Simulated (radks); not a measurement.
Results of a calculation; reference values are marked as such.
Species: Pd38+. Configuration: [He] 2s2 2p4.

Level of theory: Dirac Kohn-Sham, BLYP, spin-unpolarised, spherical densities, finite nucleus; open shells fill j = l - 1/2 first; Fermi nuclear charge, rms radius 4.5318 fm (a radial shooting solver on a logarithmic mesh with Libxc functionals).

Energy parts (eV):
total: -96503.620
kinetic: 102073.495
electron-nucleus: -205503.325
Hartree: 8680.453
exchange-correlation: -1754.242

Orbitals (lengths in bohr, moments of r in powers of bohr; r(90%) holds 90 % of the orbital's charge):
| orbital | occ. | eigenvalue (eV) | <r^2> | r(90%) | <1/r> | small-component weight |
|---|---|---|---|---|---|---|
| 1s1/2 | 2 | -26880.76 | 0.001365 | 0.0570 | 48.31 | 2.84e-02 |
| 2s1/2 | 2 | -5944.193 | 0.02087 | 0.205 | 11.52 | 6.36e-03 |
| 2p1/2 | 2 | -5755.526 | 0.01537 | 0.183 | 11.46 | 6.32e-03 |
| 2p3/2 | 2 | -5581.417 | 0.01651 | 0.188 | 10.81 | 6.10e-03 |

The highest occupied level is 2p3/2 at -5581.4 eV. The electron density at the nucleus is 1.312e+05 e/bohr^3.
